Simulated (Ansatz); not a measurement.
Ansatz (a program for electronic structure) job for Zn(OH)2 (H2O2Zn), SMILES [OH][Zn][OH], PBE/def2-TZVPD. The structure is a stationary point at TPSSh-D3(BJ)/def2-TZVP. The geometry has at least one imaginary mode, so it is a saddle point at that level. The isomer is the one that the SMILES or the coordinates give; other isomers of the formula were not compared. Other conformers were not sampled.

Ansatz 0.2 input:
```yaml
crystal:
  periodic: [false, false, false]
  atoms:
    - {symbol: Zn, position_ang: [0.00000000, 0.00000000, 0.01439625]}
    - {symbol: O, position_ang: [0.00000000, 1.76699741, -0.11789336]}
    - {symbol: H, position_ang: [0.00000000, 2.23048508, 0.72720316]}
    - {symbol: O, position_ang: [0.00000000, -1.76699741, -0.11789336]}
    - {symbol: H, position_ang: [0.00000000, -2.23048507, 0.72720316]}
basis:
  gaussian:
    orbitals: def2-TZVPD
hamiltonian:
  xc: {name: PBE}
```

Output:

```
WARN ansatz: RAYON_NUM_THREADS=1 ignored (pool sized by the plan → 1); use --threads N
Functional definition: PBE
integrals: 0.06 GiB planned
934 factors; their error is unknown
mean field: 0.46 GiB planned
mean field evaluation 1: about -52519.5597 eV, gradient 1.1e2 eV
mean field evaluation 2: about -52341.1233 eV, gradient 2.9e2 eV
mean field evaluation 4: about -52534.9963 eV, gradient 5.3e1 eV
mean field evaluation 8: about -52537.8507 eV, gradient 2.6e-1 eV
mean field evaluation 16: about -52537.8507 eV, gradient 5.6e-5 eV
mean field -52537.85072477 eV, -1930.7304027009 hartree, gradient 5.6e-5 eV, S^2 0.000000; 0 other end points of the search recorded, 0 dependent functions left out
reference -52537.85078105 eV, -1930.7304047693 hartree; 24, 24 occupied and 125, 125 virtual orbitals, 934 factors
Total energy: -52537.85078105 eV, -1930.7304047693 hartree
```

The run converged.

Cost: roughly 1.8 core-seconds.
